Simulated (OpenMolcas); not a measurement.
## Nb3+: moving the ligands

Nb3+ with 6 ligands (water, chloride on the axis) in tetragonal octahedral coordination (D2h) at 2.08 Å, the axial distance 2.479 Å. Ligand basis ANO-RCC-VDZP.
```
Nb    0.0000    0.0000    0.0000
O     2.0800    0.0000    0.0000
H     2.6570    0.7797    0.0000
H     2.6570   -0.7797    0.0000
O     0.0000    2.0800    0.0000
H     0.0000    2.6570    0.7797
H     0.0000    2.6570   -0.7797
O    -2.0800    0.0000    0.0000
H    -2.6570    0.7797    0.0000
H    -2.6570   -0.7797    0.0000
O     0.0000   -2.0800    0.0000
H     0.0000   -2.6570    0.7797
H     0.0000   -2.6570   -0.7797
Cl    0.0000    0.0000    2.4794
Cl    0.0000    0.0000   -2.4794
```

| Property | Result |
| --- | --- |
| Program | OpenMolcas 26.06 |
| Method | SS-CASPT2, IPEA 0.25 Eh, imaginary shift 0.1 Eh (closed shells correlated: 4s 4p and the ligand valence shells) |
| Basis | ANO-RCC-VDZP [6s5p3d1f] |
| Scalar Hamiltonian | DKH2, point nucleus |
| Active space | 2 electrons in 5 orbitals (4d) |
| State averaging | 2S+1 = 3 even, 10 roots; 2S+1 = 1 even, 15 roots |
| Spin-orbit coupling | RASSI with atomic mean-field integrals over the reference wave functions |

Runs around this geometry, states. Energies in cm-1 above the lowest state or level, χT in cm3 K/mol.

```
R (Å)  Axial / equatorial distance  Ground state  First state of that spin  First gap with spin-orbit (degeneracies)  χT at 300 K  First state of another spin
 2.01                        1.192      2S+1 = 3                      5110                                 36 (1, 1)        0.907               2S+1 = 1: 6560
 2.08                        1.192      2S+1 = 3                      4140                                 39 (1, 1)        0.882               2S+1 = 1: 6910
 2.14                        1.192      2S+1 = 3                      3470                                 43 (1, 1)        0.858               2S+1 = 1: 7070
 2.08                        1.311      2S+1 = 3                      3830                                 44 (1, 1)        0.863               2S+1 = 1: 7300
```

Over all roots computed the reference weight is 0.67 to 0.69 in R = 2.01 in ratio = 1.192, 0.68 to 0.69 in R = 2.08 in ratio = 1.192, 0.68 to 0.69 in R = 2.14 in ratio = 1.192, 0.69 in R = 2.08 in ratio = 1.311; a low but even weight reflects the number of correlated electrons. Ligand-to-metal charge-transfer states are missing. With no ligand orbital active B as a rule stays too high, so bands that hang on it stand too high and its fall with covalency is understated. With one d shell and no ligand orbital active, 10Dq can be off by a tenth or more. The least metal-like active orbital is 70 % on the metal (Löwdin) and no ligand orbital is active, so the numbers are rough (holds for R = 2.01, ratio = 1.192). The least metal-like active orbital is 75 % on the metal (Löwdin) and no ligand orbital is active, so the numbers are rough (holds for R = 2.08, ratio = 1.192). The least metal-like active orbital is 78 % on the metal (Löwdin) and no ligand orbital is active, so the numbers are rough (holds for R = 2.14, ratio = 1.192; R = 2.08, ratio = 1.311). No measured value stands beside these numbers; the geometry is a model, was not optimised and need not be the one that this ion takes.

A state without a sure symmetry label is named by its multiplicity alone.
